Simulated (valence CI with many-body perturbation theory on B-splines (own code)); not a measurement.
**E1 transitions of Re44+**

Level of theory: relativistic CI+MBPT: three valence electrons over a frozen Dirac-Fock core [Ar] 3d10, radial functions for each j: 11 s, 11 p, 9 d, 7 f, 5 g, 2 h, 1 i, with the one-electron correlation potential Σ1 (screened to all orders), the two-electron term Σ2, the three-electron term Σ3, Breit, model QED; selected single and double excitations, second order for the rest (own B-spline code, finite nucleus).

No measured spectrum was set against this ion. As an estimate, large intervals hold to a few tenths of a per cent, small ones and those within an open d or f shell to about a per cent.

Lines 201 to 250 of 273 in falling wavelength, among levels below 611.77 eV, chosen from the strongest by gf and those to the six lowest levels. Wavelengths and rates use the calculated energies. Electric multipoles are in the length gauge, E1 and E2 with the static RPA response of the core. Weak lines are less certain than strong ones. Lines between different terms over intervals too small for the method are left out, as are lines whose strength nearly cancels. The highest levels of a list are the least certain.

Levels are named by their leading jj configuration (3d3/2^4 stands for four electrons in 3d with j = 3/2), which in mixed levels can hold well under half, so a name can repeat and another be missing. Letters in brackets count levels of one name in rising energy.

```tsv
λ vac (nm)	Upper	Lower	A (s⁻¹)	S (a.u.) with core polarisation	S without
4.584	(4s 4p1/2 4d3/2) J=3/2 [b]	(4s 4p1/2^2) J=1/2	1.36e+12	2.58e-01	2.73e-01
4.580	(4p1/2 4p3/2 4d3/2) J=5/2 [b]	(4p1/2^2 4p3/2) J=3/2	7.58e+11	2.16e-01	2.29e-01
4.579	(4s 4p3/2 4d3/2) J=1/2 [b]	(4s 4p1/2 4p3/2) J=1/2	9.51e+11	9.02e-02	9.57e-02
4.577	(4s 4p3/2 4d3/2) J=3/2 [a]	(4s 4p1/2 4p3/2) J=3/2 [a]	8.22e+11	1.56e-01	1.65e-01
4.577	(4s 4p3/2 4d3/2) J=1/2 [a]	(4s 4p1/2 4p3/2) J=3/2 [a]	9.36e+11	8.85e-02	9.40e-02
4.569	(4s 4p3/2 4d3/2) J=5/2 [a]	(4s 4p1/2 4p3/2) J=3/2 [a]	3.99e+11	1.13e-01	1.20e-01
4.538	(4s 4p3/2 4d3/2) J=1/2 [b]	(4s 4p1/2 4p3/2) J=3/2 [b]	5.82e+10	5.37e-03	5.70e-03
4.535	(4s 4p3/2 4d5/2) J=5/2 [a]	(4s 4p1/2 4p3/2) J=3/2 [b]	5.21e+09	1.44e-03	1.53e-03
4.509	(4s 4p3/2 4d5/2) J=3/2 [a]	(4s 4p1/2 4p3/2) J=1/2	1.32e+11	2.40e-02	2.54e-02
4.485	(4s 4p3/2 4d3/2) J=3/2 [b]	(4s 4p1/2 4p3/2) J=5/2	1.66e+09	2.96e-04	3.13e-04
4.469	(4s 4p3/2 4d5/2) J=3/2 [a]	(4s 4p1/2 4p3/2) J=3/2 [b]	1.08e+11	1.91e-02	2.03e-02
4.464	(4s 4p3/2 4d3/2) J=5/2 [b]	(4s 4p1/2 4p3/2) J=3/2 [b]	6.86e+11	1.81e-01	1.92e-01
4.350	(4s 4p3/2 4d3/2) J=3/2 [b]	(4s 4p1/2 4p3/2) J=3/2 [a]	2.08e+09	3.39e-04	3.59e-04
4.342	(4s 4p3/2 4d5/2) J=5/2 [a]	(4s 4p1/2 4p3/2) J=5/2	9.16e+09	2.22e-03	2.36e-03
4.282	(4s 4p3/2 4d5/2) J=3/2 [a]	(4s 4p1/2 4p3/2) J=5/2	2.24e+07	3.47e-06	3.54e-06
4.277	(4s 4p3/2 4d3/2) J=5/2 [b]	(4s 4p1/2 4p3/2) J=5/2	9.03e+09	2.09e-03	2.22e-03
4.270	(4s 4p1/2 4d5/2) J=3/2	(4s 4p1/2^2) J=1/2	1.04e+11	1.60e-02	1.70e-02
4.241	(4s 4p3/2 4d5/2) J=1/2	(4s 4p1/2 4p3/2) J=3/2 [b]	3.28e+10	2.47e-03	2.62e-03
4.238	(4s 4p3/2 4d5/2) J=7/2 [a]	(4s 4p1/2 4p3/2) J=5/2	1.35e+11	4.06e-02	4.31e-02
4.218	(4s 4p3/2 4d3/2) J=1/2 [b]	(4s 4p1/2 4p3/2) J=3/2 [a]	3.51e+08	2.60e-05	2.77e-05
4.216	(4s 4p3/2 4d5/2) J=5/2 [a]	(4s 4p1/2 4p3/2) J=3/2 [a]	2.58e+08	5.73e-05	6.08e-05
4.204	(4p1/2 4p3/2 4d5/2) J=5/2 [b]	(4p1/2^2 4p3/2) J=3/2	9.67e+10	2.13e-02	2.26e-02
4.186	(4s 4p3/2 4d5/2) J=3/2 [b]	(4s 4p1/2 4p3/2) J=3/2 [b]	6.81e+07	9.86e-06	1.06e-05
4.159	(4s 4p3/2 4d5/2) J=3/2 [a]	(4s 4p1/2 4p3/2) J=3/2 [a]	7.07e+09	1.00e-03	1.07e-03
4.155	(4s 4p3/2 4d3/2) J=5/2 [b]	(4s 4p1/2 4p3/2) J=3/2 [a]	1.26e+09	2.68e-04	2.85e-04
4.131	(4s 4p3/2 4d5/2) J=5/2 [b]	(4s 4p1/2 4p3/2) J=3/2 [b]	2.77e+08	5.79e-05	6.18e-05
4.089	(4s 4p3/2 4d5/2) J=7/2 [b]	(4s 4p1/2 4p3/2) J=5/2	9.94e+09	2.68e-03	2.84e-03
4.022	(4s 4p3/2 4d5/2) J=3/2 [b]	(4s 4p1/2 4p3/2) J=5/2	4.38e+09	5.63e-04	5.95e-04
3.971	(4s 4p3/2 4d5/2) J=5/2 [b]	(4s 4p1/2 4p3/2) J=5/2	1.38e+10	2.55e-03	2.71e-03
3.961	(4s 4p3/2 4d5/2) J=1/2	(4s 4p1/2 4p3/2) J=3/2 [a]	3.12e+09	1.92e-04	2.04e-04
3.913	(4s 4p3/2 4d5/2) J=3/2 [b]	(4s 4p1/2 4p3/2) J=3/2 [a]	3.83e+09	4.53e-04	4.80e-04
3.897	(4p1/2 4p3/2^2) J=3/2	(4s 4p1/2^2) J=1/2	3.19e+10	3.72e-03	3.95e-03
3.875	(4s 4p3/2^2) J=1/2	(4s^2 4p1/2) J=1/2	5.09e+09	2.92e-04	3.09e-04
3.865	(4s 4p3/2 4d5/2) J=5/2 [b]	(4s 4p1/2 4p3/2) J=3/2 [a]	1.21e+10	2.07e-03	2.20e-03
3.848	(4p3/2^3) J=3/2	(4s 4p1/2 4p3/2) J=3/2 [b]	4.57e+09	5.13e-04	5.46e-04
3.832	(4p1/2 4p3/2^2) J=1/2	(4s 4p1/2^2) J=1/2	4.17e+09	2.32e-04	2.45e-04
3.831	(4s 4p3/2^2) J=3/2	(4s^2 4p1/2) J=1/2	4.14e+09	4.60e-04	4.87e-04
3.708	(4p3/2^3) J=3/2	(4s 4p1/2 4p3/2) J=5/2	3.69e+09	3.72e-04	3.94e-04
3.616	(4p3/2^3) J=3/2	(4s 4p1/2 4p3/2) J=3/2 [a]	1.03e+09	9.58e-05	1.02e-04
3.451	(4p1/2^2 4d3/2) J=3/2	(4s^2 4p3/2) J=3/2	1.38e+07	1.12e-06	1.19e-06
3.417	(4s 4p3/2 4d3/2) J=3/2 [a]	(4s 4p1/2^2) J=1/2	2.93e+08	2.30e-05	2.45e-05
3.416	(4s 4p3/2 4d3/2) J=1/2 [a]	(4s 4p1/2^2) J=1/2	4.51e+07	1.78e-06	1.89e-06
3.289	(4s 4p3/2 4d3/2) J=3/2 [b]	(4s 4p1/2^2) J=1/2	2.95e+08	2.07e-05	2.19e-05
3.213	(4s 4p3/2 4d3/2) J=1/2 [b]	(4s 4p1/2^2) J=1/2	6.74e+07	2.21e-06	2.37e-06
3.201	(4p1/2^2 4d5/2) J=5/2	(4s^2 4p3/2) J=3/2	1.85e+07	1.79e-06	1.93e-06
3.178	(4s 4p3/2 4d5/2) J=3/2 [a]	(4s 4p1/2^2) J=1/2	4.55e+08	2.88e-05	3.08e-05
3.061	(4s 4p3/2 4d5/2) J=1/2	(4s 4p1/2^2) J=1/2	3.05e+09	8.63e-05	9.18e-05
3.032	(4s 4p3/2 4d5/2) J=3/2 [b]	(4s 4p1/2^2) J=1/2	1.15e+09	6.31e-05	6.72e-05
2.851	(4p3/2^3) J=3/2	(4s 4p1/2^2) J=1/2	1.49e+08	6.80e-06	7.22e-06
2.802	(4s 4p1/2 4f5/2) J=5/2 [a]	(4s^2 4p3/2) J=3/2	1.12e+07	7.27e-07	7.72e-07
```
